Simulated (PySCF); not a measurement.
## Electronic structure of N²⁺ (nitrogen, charge +2) at the r2SCAN level

Configuration: [He] 2s1 2p2, high-spin 4P determinant (an excited configuration). Computed with PySCF 2.14 in dyall-av2z, with the non-relativistic Hamiltonian (point nucleus).

```
Total energy                                                  : -52.7158 hartree
One-electron energy                                           : -65.3052 hartree
Hartree (Coulomb) energy                                      : 18.6149 hartree
Exchange-correlation energy                                   : -6.0255 hartree
Kinetic energy                                                : 52.63671 hartree
⟨S²⟩                                                          : 3.7500
⟨L²⟩                                                          : 2.001
Sum of ⟨r⟩                                                    : 3.855 bohr
Sum of ⟨r²⟩                                                   : 4.806 bohr²
Traceless quadrupole moment −½Σ⟨3z² − r²⟩ along its main axis : 0.639 e·bohr²
Density at the nucleus (Gaussians lack the cusp)              : 196 bohr⁻³
Spin density at the nucleus                                   : 6.23 bohr⁻³
Langevin diamagnetic susceptibility                           : -3.81 ×10⁻⁶ cm³/mol
```

```csv
shell,electrons,mean orbital energy (eV),"rms radius, mean of both spins (bohr)"
1s α,1,-427.51,0.266
1s β,1,-424.84,0.266
2s α,1,-52.116,1.26
2p α,2,-40.272,1.24
```
